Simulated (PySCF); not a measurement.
# Kr²⁺ (krypton, charge +2) across methods

[Ar] 3d10 4s2 4p4, high-spin 3P determinant. Calculation: PySCF 2.14, in def2-TZVPPD; the non-relativistic Hamiltonian (point nucleus).

```
method  E (hartree)  mean ε 4s β (eV)  mean ε 4p α (eV)  mean ε 4p β (eV)  Σ⟨r²⟩ (bohr²)   ⟨S²⟩
  PBE0    -2752.040           -45.489           -33.580           -31.445          25.99  2.003
   PBE    -2751.940           -43.670           -31.826           -29.845          26.01  2.002
r2SCAN    -2752.326           -43.915           -32.434           -30.283          25.94  2.004
   UHF  -2750.66833           -49.544           -37.838           -35.102          26.18  2.008
PBEsol    -2750.210           -43.677           -31.814           -29.804          25.98  2.002
revPBE    -2752.118           -43.540           -31.812           -29.819          26.00  2.002
 B3LYP    -2752.369           -45.332           -33.128           -31.170          26.03  2.002
   LDA    -2748.639           -44.067           -31.887           -29.955          25.98  2.001
```

Question: Estimate the same row for PW91.

Answer: E (hartree) = -2752.488; mean ε 4s β (eV) = -43.781; mean ε 4p α (eV) = -31.887; mean ε 4p β (eV) = -29.927; Σ⟨r²⟩ (bohr²) = 25.99; ⟨S²⟩ = 2.002.
